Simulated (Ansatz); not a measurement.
`[F][Ti]([F])([F])[Br]`. Charge 0, multiplicity 1. The structure was optimised at the PBE0-D4/def2-TZVP level.

```xyz
5

F     1.681    0.528    0.240
Ti    0.073   -0.041   -0.081
F    -0.430    0.514   -1.647
F     0.062   -1.776   -0.056
Br   -1.386    0.775    1.544
```

(1) What is the dipole moment at ωB97M-V/def2-TZVPP? (Estimate.)

(2) And with PBE, r2SCAN, B3LYP? (An estimate is asked.)

(3) Give the Mulliken charges with ωB97M-V, r2SCAN, B3LYP in def2-TZVPP. (Best estimate.)

Answers

(1) Computed: 0.14 D, with components (-0.09, 0.05, 0.10) D in this frame, pointing from negative to positive charge.

(2) The calculation gave: PBE 0.26 D, r2SCAN 0.23 D, B3LYP 0.38 D.

(3) Computed: 
```tsv
atom	ωB97M-V	r2SCAN	B3LYP
F1	-0.33	-0.33	-0.35
Ti2	1.10	1.14	1.17
F3	-0.33	-0.33	-0.35
F4	-0.33	-0.33	-0.35
Br5	-0.11	-0.14	-0.13
```

B3LYP here is the variant with VWN-RPA as its local correlation; programs differ in this.
